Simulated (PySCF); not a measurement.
## PBE on Ag+ (silver, charge +1)

Configuration: [Kr] 4d10, closed-shell 1S. Calculation: PySCF 2.14, in x2c-SVPall (6s5p5d1f, 53 functions); the spin-free X2C one-electron Hamiltonian (Gaussian nucleus).

```
Total energy                        : -5314.18 hartree
One-electron energy                 : -7312.49 hartree
Hartree (Coulomb) energy            : 2148.30 hartree
Exchange-correlation energy         : -149.99 hartree
⟨S²⟩                                : 0.0000
⟨L²⟩                                : 0.000
Sum of ⟨r⟩                          : 29.16 bohr
Sum of ⟨r²⟩                         : 35.23 bohr²
Langevin diamagnetic susceptibility : -27.9 ×10⁻⁶ cm³/mol
Time after the integrals            : 0.69 s of wall time on 1 thread of Neoverse-V2 (shared host)
```

| shell | electrons | mean orbital energy (eV) | rms radius, mean of both spins (bohr) |
| --- | --- | --- | --- |
| 1s | 2 | -25295.5 | 0.0357 |
| 2s | 2 | -3732.9 | 0.146 |
| 2p | 6 | -3352.3 | 0.130 |
| 3s | 2 | -691.52 | 0.393 |
| 3p | 6 | -566.09 | 0.396 |
| 3d | 10 | -367.37 | 0.377 |
| 4s | 2 | -103.20 | 0.978 |
| 4p | 6 | -66.828 | 1.07 |
| 4d | 10 | -15.677 | 1.54 |

Densities and radii are taken from the X2C orbitals without a picture-change correction, which distorts them close to the nucleus.
